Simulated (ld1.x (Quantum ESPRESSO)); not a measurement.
Reading a pseudo-wave (gallium (Ga))

Columns: radius, all-electron u(r) and pseudo u(r) of the 4p shell (level -2.82 eV) of gallium in the configuration [Ar] 3d10 4s1.75 4p1.25; PW91, scalar-relativistic, RRKJ scheme, ld1.x (Quantum ESPRESSO) 7.5.

```
r (bohr)  all-electron  pseudo
   0.093        0.1211  0.0010
   0.185        0.0704  0.0041
   0.278       -0.0645  0.0098
   0.370       -0.1668  0.0187
   0.463       -0.2102  0.0316
   0.555       -0.2020  0.0488
   0.648       -0.1594  0.0711
   0.740       -0.0981  0.0979
   0.833       -0.0273  0.1296
   0.925        0.0446  0.1647
   1.018        0.1153  0.2028
   1.110        0.1809  0.2422
   1.203        0.2416  0.2823
   1.295        0.2958  0.3214
   1.388        0.3444  0.3592
   1.480        0.3866  0.3943
   1.573        0.4237  0.4270
   1.665        0.4552  0.4563
   1.758        0.4823  0.4824
   1.850        0.5047  0.5047
   1.943        0.5233  0.5233
   2.035        0.5380  0.5380
   2.128        0.5496  0.5496
   2.220        0.5580  0.5580
   2.313        0.5639  0.5639
   2.405        0.5672  0.5672
```

How many radial nodes do the two functions have?

The all-electron 4p function has n − l − 1 = 2; the pseudo-wave has 0, since the states of the same l below it are removed with the core.

At about which radius was the pseudo-wave matched?

1.85 bohr, where the columns begin to agree (steps of 0.09 bohr).

Is the pseudo-wave norm-conserving?

Yes: the RRKJ scheme keeps the norm inside the radius equal to the all-electron one, which fixes the energy derivative of the logarithmic derivative at the level.
